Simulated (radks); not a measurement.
Species: the bismuth ion Bi+. Configuration: [Xe] 4f12 5d10 6s2 6p4 (not the ground configuration).

Method: scalar-relativistic Kohn-Sham, PBE, spin-polarised, spherical densities, point nucleus; open shells are filled with parallel spins first (spin-orbit coupling, left out, can overturn this in heavy ions); computed with a radial shooting solver on a logarithmic mesh with Libxc functionals.

Energy parts (hartree):
part                       energy
total                 -21518.1848
kinetic                24421.5701
electron-nucleus      -53675.0772
Hartree                 8127.1774
exchange-correlation    -391.8552

Orbitals (lengths in bohr, moments of r in powers of bohr):
[
 {"orbital": "1s up", "occ.": "1", "eigenvalue (hartree)": "-3334.663", "<r^2>": "0.0003459"},
 {"orbital": "1s down", "occ.": "1", "eigenvalue (hartree)": "-3334.662", "<r^2>": "0.0003459"},
 {"orbital": "2s up", "occ.": "1", "eigenvalue (hartree)": "-600.8243", "<r^2>": "0.005241"},
 {"orbital": "2s down", "occ.": "1", "eigenvalue (hartree)": "-600.8210", "<r^2>": "0.005241"},
 {"orbital": "2p up", "occ.": "3", "eigenvalue (hartree)": "-514.0971", "<r^2>": "0.004487"},
 {"orbital": "2p down", "occ.": "3", "eigenvalue (hartree)": "-514.0939", "<r^2>": "0.004487"},
 {"orbital": "3s up", "occ.": "1", "eigenvalue (hartree)": "-146.7690", "<r^2>": "0.03368"},
 {"orbital": "3s down", "occ.": "1", "eigenvalue (hartree)": "-146.7005", "<r^2>": "0.03367"},
 {"orbital": "3p up", "occ.": "3", "eigenvalue (hartree)": "-122.0001", "<r^2>": "0.03502"},
 {"orbital": "3p down", "occ.": "3", "eigenvalue (hartree)": "-121.9295", "<r^2>": "0.03500"},
 {"orbital": "3d up", "occ.": "5", "eigenvalue (hartree)": "-97.14883", "<r^2>": "0.02903"},
 {"orbital": "3d down", "occ.": "5", "eigenvalue (hartree)": "-97.09444", "<r^2>": "0.02901"},
 {"orbital": "4s up", "occ.": "1", "eigenvalue (hartree)": "-35.15902", "<r^2>": "0.1587"},
 {"orbital": "4s down", "occ.": "1", "eigenvalue (hartree)": "-35.04961", "<r^2>": "0.1588"},
 {"orbital": "4p up", "occ.": "3", "eigenvalue (hartree)": "-26.98499", "<r^2>": "0.1813"},
 {"orbital": "4p down", "occ.": "3", "eigenvalue (hartree)": "-26.88080", "<r^2>": "0.1815"},
 {"orbital": "4d up", "occ.": "5", "eigenvalue (hartree)": "-17.67870", "<r^2>": "0.2007"},
 {"orbital": "4d down", "occ.": "5", "eigenvalue (hartree)": "-17.57700", "<r^2>": "0.2010"},
 {"orbital": "4f up", "occ.": "7", "eigenvalue (hartree)": "-7.47952", "<r^2>": "0.2160"},
 {"orbital": "4f down", "occ.": "5", "eigenvalue (hartree)": "-7.37227", "<r^2>": "0.2172"},
 {"orbital": "5s up", "occ.": "1", "eigenvalue (hartree)": "-6.91183", "<r^2>": "0.7320"},
 {"orbital": "5s down", "occ.": "1", "eigenvalue (hartree)": "-6.87576", "<r^2>": "0.7349"},
 {"orbital": "5p up", "occ.": "3", "eigenvalue (hartree)": "-4.51132", "<r^2>": "0.9381"},
 {"orbital": "5p down", "occ.": "3", "eigenvalue (hartree)": "-4.48524", "<r^2>": "0.9409"},
 {"orbital": "5d up", "occ.": "5", "eigenvalue (hartree)": "-1.79310", "<r^2>": "1.482"},
 {"orbital": "5d down", "occ.": "5", "eigenvalue (hartree)": "-1.77202", "<r^2>": "1.474"},
 {"orbital": "6s up", "occ.": "1", "eigenvalue (hartree)": "-1.01520", "<r^2>": "4.335"},
 {"orbital": "6s down", "occ.": "1", "eigenvalue (hartree)": "-0.96730", "<r^2>": "4.309"},
 {"orbital": "6p up", "occ.": "3", "eigenvalue (hartree)": "-0.54895", "<r^2>": "7.026"},
 {"orbital": "6p down", "occ.": "1", "eigenvalue (hartree)": "-0.49727", "<r^2>": "7.232"}
]

The highest occupied level is 6p down at -13.531 eV. The density falls to 0.001 e/bohr^3 at r = 4.35 bohr. Spin moment in Bohr magnetons: 4.
